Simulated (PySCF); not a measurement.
PySCF input for CHBF4, SMILES FBC(F)(F)F, B3LYP-D3(BJ)/def2-SVP. Geometry: B3LYP-D3(BJ)/def2-SVP.

```python
import numpy as np
from pyscf import gto, scf, dft, df
from pyscf.hessian import thermo

mol = gto.M(
    atom='''
    B     0.93767131    0.53752531    0.65313626
    C    -0.09438735   -0.27364500   -0.27916666
    F    -1.37476412    0.09472922   -0.12297565
    F    -0.01336565   -1.59474386   -0.01018565
    F     0.22515001   -0.09989710   -1.57957288
    F     0.46979224    1.44913903    1.46883722
    H     2.11665513    0.31119797    0.60439135
    ''',
    basis='def2-SVP',
    charge=0,
    spin=0,
    max_memory=1600,
    verbose=3,
)
mf = dft.RKS(mol, xc='b3lyp').density_fit(auxbasis='def2-universal-jkfit')
mf.disp = 'd3bj'
mf.grids.level = 3
mf.conv_tol = 1e-11
mf.max_cycle = 100
mf.kernel()

# analytic Hessian; the response equations are solved on a coarser grid
h, args, fine = mf.Hessian(), (mf.mo_energy, mf.mo_coeff, mf.mo_occ), mf.grids
h.max_memory = max(150, 2.5e-5 * df.make_auxmol(mol, mf.with_df.auxbasis).nao * mol.nelec[0] * (mol.nelec[0] + mol.nao))  # MB; small integral blocks
h1ao = h.make_h1(mf.mo_coeff, mf.mo_occ)
mf.grids = dft.Grids(mol).set(level=1).build(with_non0tab=True)
mo1, mo_e1 = h.solve_mo1(*args, h1ao)
mf.grids = fine
hess = h.hess_elec(*args, mo1, mo_e1, h1ao) + h.hess_nuc()
if mf.do_disp():
    hess += h.get_dispersion()
for i in range(mol.natm):  # the analytic DFT Hessian lacks the response of the grid: restore translational invariance
    hess[i, i] -= hess[i].sum(axis=0)
hess = (hess + hess.transpose(1, 0, 3, 2)) / 2
vib = thermo.harmonic_analysis(mol, hess, imaginary_freq=False)
thermo.dump_normal_mode(mol, vib)
th = thermo.thermo(mf, vib['freq_au'][vib['freq_au'] > 0], 298.15, 101325)
thermo.dump_thermo(mol, th)
g0 = mf.nuc_grad_method().set(verbose=0).kernel()

# dipole derivatives [dipole axis, atom, xyz] from the same response
r, irp = mol.intor('int1e_r'), mol.intor('int1e_irp').reshape(3, 3, mol.nao, mol.nao)
sl, dm0, ok = mol.aoslice_by_atom(), np.array(mf.make_rdm1()), []
dmu = np.einsum('a,xt->xat', mol.atom_charges(), np.eye(3))
for a, (_, _, p0, p1) in enumerate(sl):
    dmu[:, a] += 2 * np.einsum('xtij,ij->xt', irp[:, :, :, p0:p1], dm0.reshape(-1, mol.nao, mol.nao).sum(0)[:, p0:p1])
    for u, c, occ, f in [(mo1, mf.mo_coeff, mf.mo_occ, 4)]:
        dmu[:, a] -= f * np.einsum('tui,xuv,vi->xt', u[a], r, c[:, occ > 0], optimize=True)
L = vib['norm_mode']
ir = 974.8801 * (np.einsum('xat,kat->kx', dmu, L) ** 2).sum(1)       # km/mol
apt = np.einsum('xax->a', dmu) / 3
print('mode   freq/cm-1   IR/(km/mol)')
for k, w in enumerate(vib['freq_wavenumber']):
    print(f'{k + 1:4d} {w:11.2f} {ir[k]:13.3f}')
print('max |gradient| / (hartree/bohr):', abs(g0).max())
print('APT charges:', apt.round(4))
```

Program output:

```
converged SCF energy = -462.62803543431

WARN: DFTD3 does not support analytical Hessian, using finite difference


WARN: Mole.unit (angstrom) is changed to Bohr

Mode                                 0                   1                   2
Irrep
Freq [cm^-1]                       42.3193            197.6685            271.1453
Reduced mass [au]                   5.9560             13.7399              2.9725
Force const [Dyne/A]                0.0063              0.3163              0.1288
Char temp [K]                      60.8880            284.4010            390.1178
Normal mode                   x     y     z       x     y     z       x     y     z
       0   B                 0.01  0.08 -0.08   -0.03  0.00 -0.00    0.01  0.10 -0.10
       1   C                 0.01  0.03 -0.03   -0.06  0.01  0.00   -0.01 -0.05  0.05
       2   F                 0.01  0.04 -0.04   -0.10 -0.09 -0.10   -0.00 -0.02  0.02
       3   F                 0.02  0.05  0.07    0.02  0.02  0.03   -0.08 -0.06 -0.04
       4   F                -0.02 -0.07 -0.05    0.02  0.03  0.02    0.08  0.03  0.07
       5   F                -0.01 -0.09  0.10    0.12  0.03  0.05    0.00  0.00 -0.00
       6   H                 0.04  0.24 -0.24   -0.06 -0.09 -0.09    0.06  0.37 -0.38
Mode                                 3                   4                   5
Irrep
Freq [cm^-1]                      379.2724            518.5149            519.8476
Reduced mass [au]                  14.4231             13.2009             11.3314
Force const [Dyne/A]                1.2224              2.0911              1.8042
Char temp [K]                     545.6885            746.0274            747.9450
Normal mode                   x     y     z       x     y     z       x     y     z
       0   B                 0.03 -0.07 -0.07   -0.00 -0.01  0.01    0.07  0.03  0.04
       1   C                -0.01  0.02  0.02   -0.01 -0.05  0.06    0.07 -0.03 -0.02
       2   F                -0.02 -0.01 -0.01    0.02  0.09 -0.10    0.08 -0.08 -0.06
       3   F                 0.01  0.04  0.10    0.08 -0.09 -0.00   -0.09 -0.03  0.06
       4   F                 0.03  0.10  0.04   -0.09  0.02  0.07   -0.07  0.07 -0.05
       5   F                -0.03 -0.10 -0.10    0.00  0.00 -0.00   -0.00  0.03  0.03
       6   H                 0.03 -0.08 -0.08    0.02  0.10 -0.10    0.09  0.10  0.12
Mode                                 6                   7                   8
Irrep
Freq [cm^-1]                      647.8406            811.6953            904.1960
Reduced mass [au]                   8.4618              6.6590              1.8445
Force const [Dyne/A]                2.0924              2.5849              0.8885
Char temp [K]                     932.0984           1167.8488           1300.9368
Normal mode                   x     y     z       x     y     z       x     y     z
       0   B                -0.16 -0.02 -0.04   -0.14 -0.03 -0.05    0.02  0.14 -0.14
       1   C                -0.02 -0.06 -0.06    0.03  0.02  0.02    0.00  0.00 -0.00
       2   F                 0.03  0.04  0.05    0.12 -0.04 -0.02    0.00  0.00 -0.00
       3   F                 0.02 -0.08  0.07   -0.02  0.08 -0.03   -0.00 -0.04 -0.00
       4   F                 0.04  0.06 -0.08   -0.04 -0.02  0.08   -0.00  0.00  0.04
       5   F                 0.02  0.03  0.03    0.01 -0.00 -0.00   -0.00 -0.02  0.02
       6   H                -0.18 -0.09 -0.12   -0.18 -0.16 -0.18   -0.07 -0.49  0.50
Mode                                 9                  10                  11
Irrep
Freq [cm^-1]                     1090.3277           1142.1770           1198.0588
Reduced mass [au]                   1.4217             11.8099              6.8529
Force const [Dyne/A]                0.9958              9.0775              5.7954
Char temp [K]                    1568.7388           1643.3384           1723.7399
Normal mode                   x     y     z       x     y     z       x     y     z
       0   B                -0.09 -0.00 -0.01    0.00  0.02 -0.02   -0.02  0.02  0.01
       1   C                 0.02 -0.06 -0.06   -0.03 -0.17  0.17   -0.16  0.14  0.11
       2   F                -0.01  0.01  0.00    0.00  0.01 -0.01    0.07 -0.02 -0.01
       3   F                 0.00  0.04  0.00    0.01  0.08 -0.02    0.01 -0.05 -0.00
       4   F                -0.00  0.00  0.03    0.01  0.01 -0.08    0.02 -0.01 -0.05
       5   F                 0.05 -0.03 -0.03   -0.00 -0.00  0.00    0.02 -0.03 -0.02
       6   H                 0.05  0.59  0.58   -0.01 -0.07  0.07    0.01  0.20  0.19
Mode                                12                  13                  14
Irrep
Freq [cm^-1]                     1278.3483           1467.5309           2678.7901
Reduced mass [au]                  10.0957              7.7907              1.1017
Force const [Dyne/A]                9.7205              9.8856              4.6578
Char temp [K]                    1839.2585           2111.4502           3854.1826
Normal mode                   x     y     z       x     y     z       x     y     z
       0   B                -0.10  0.08  0.06   -0.00  0.16  0.16    0.09 -0.02 -0.00
       1   C                 0.17  0.07  0.10   -0.09 -0.07 -0.08   -0.00 -0.00 -0.00
       2   F                -0.06  0.01 -0.00    0.03  0.00  0.00   -0.00  0.00  0.00
       3   F                -0.01 -0.04 -0.00    0.00  0.02  0.00    0.00  0.00  0.00
       4   F                -0.01 -0.00 -0.04    0.00  0.00  0.02    0.00  0.00  0.00
       5   F                 0.03 -0.06 -0.05    0.02 -0.06 -0.06   -0.00  0.00  0.00
       6   H                -0.14 -0.02 -0.04   -0.07 -0.15 -0.15   -0.93  0.18  0.04
temperature 298.1500 [K]
pressure 101325.00 [Pa]
Rotational constants [GHz] 5.38044 2.60942 2.56176
Symmetry number 1
Zero-point energy (ZPE) 0.02995 [Eh]   78640.906 [J/mol]
                           tot       elec      trans        rot        vib
Entropy [J/mol/K]       327.923      0.000    166.158    111.269     50.496
Cv [J/mol/K]             77.333      0.000     12.472     12.472     52.390
Cp [J/mol/K]             85.648      0.000     20.786     12.472     52.390
Internal energy [J/mol]                      3718.434   3718.434  86436.248
Internal energy [Eh]   -462.59228  -462.62804
Enthalpy [J/mol]                             6197.391   3718.434  86436.248
Enthalpy [Eh]          -462.59134
Gibbs free energy [J/mol]                  -43342.597 -29456.274  71380.797
Gibbs free energy [Eh] -462.62858
mode   freq/cm-1   IR/(km/mol)
   1       42.32         2.804
   2      197.67         2.986
   3      271.15         0.356
   4      379.27         1.811
   5      518.51         3.986
   6      519.85         8.412
   7      647.84        46.037
   8      811.70        16.538
   9      904.20        75.263
  10     1090.33        56.939
  11     1142.18       228.618
  12     1198.06       286.654
  13     1278.35       148.282
  14     1467.53        92.685
  15     2678.79        99.462
max |gradient| / (hartree/bohr): 0.0003053630725175639
APT charges: [ 0.9246  1.3727 -0.5471 -0.5301 -0.5299 -0.5134 -0.1768]
```

The calculation finished and met its thresholds.
